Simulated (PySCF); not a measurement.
SnH₄, SMILES [SnH4].

Geometry: PBE0-D3(BJ)/def2-TZVPD. The isomer is the one that the SMILES or the coordinates give; other isomers of the formula were not compared. The def2 effective core potentials stand for the cores of Sn; spin–orbit coupling is left out.

Level of theory: TDA-ωB97X/def2-TZVPD in PySCF.

Vertical excitations; the highest root listed may be one member of a degenerate set. The molecule is in vacuum. State labels are in the subgroup D2.

Computed lowest excited states:
| state | symmetry | energy (eV) | λ (nm) | f | main pairs |
|---|---|---|---|---|---|
| S1 | B3 | 8.48 | 146 | 0.000 | HOMO−2→LUMO+2, HOMO−1→LUMO+1 (degenerate set) |
| S2 | B1 | 8.48 | 146 | 0.000 | HOMO−1→LUMO+3, HOMO→LUMO+2 (degenerate set) |
| S3 | B2 | 8.48 | 146 | 0.000 | HOMO−2→LUMO+3, HOMO→LUMO+1 (degenerate set) |
| S4 | B1 | 8.51 | 146 | 0.222 | HOMO−2→LUMO (degenerate set) |
| S5 | B2 | 8.51 | 146 | 0.222 | HOMO−1→LUMO (degenerate set) |
| S6 | B3 | 8.51 | 146 | 0.222 | HOMO→LUMO (degenerate set) |
| S7 | A | 8.74 | 142 | 0.000 | HOMO−1→LUMO+2, HOMO−2→LUMO+1 (degenerate set) |
| S8 | A | 8.74 | 142 | 0.000 | HOMO→LUMO+3, HOMO−2→LUMO+1, HOMO−1→LUMO+2 (degenerate set) |
| S9 | A | 9.44 | 131 | 0.000 | HOMO→LUMO+3 32 %, HOMO−1→LUMO+2 32 %, HOMO−2→LUMO+1 32 % |
| S10 | B3 | 9.66 | 128 | 0.519 | HOMO−1→LUMO+1 38 %, HOMO−2→LUMO+2 38 %, HOMO→LUMO+4 8 % |
| T1 | B2 | 7.61 | 163 | 0 | HOMO−1→LUMO, HOMO−1→LUMO+9, HOMO→LUMO+1, HOMO−2→LUMO+3 (degenerate set) |
| T2 | B1 | 7.61 | 163 | 0 | HOMO−2→LUMO, HOMO−2→LUMO+9, HOMO→LUMO+2, HOMO−1→LUMO+3 (degenerate set) |
| T3 | B3 | 7.61 | 163 | 0 | HOMO→LUMO, HOMO→LUMO+9, HOMO−2→LUMO+2, HOMO−1→LUMO+1 (degenerate set) |
| T4 | A | 8.24 | 150 | 0 | HOMO−2→LUMO+1 27 %, HOMO−1→LUMO+2 27 %, HOMO→LUMO+3 27 % |
Triplets are in the Tamm–Dancoff approximation.
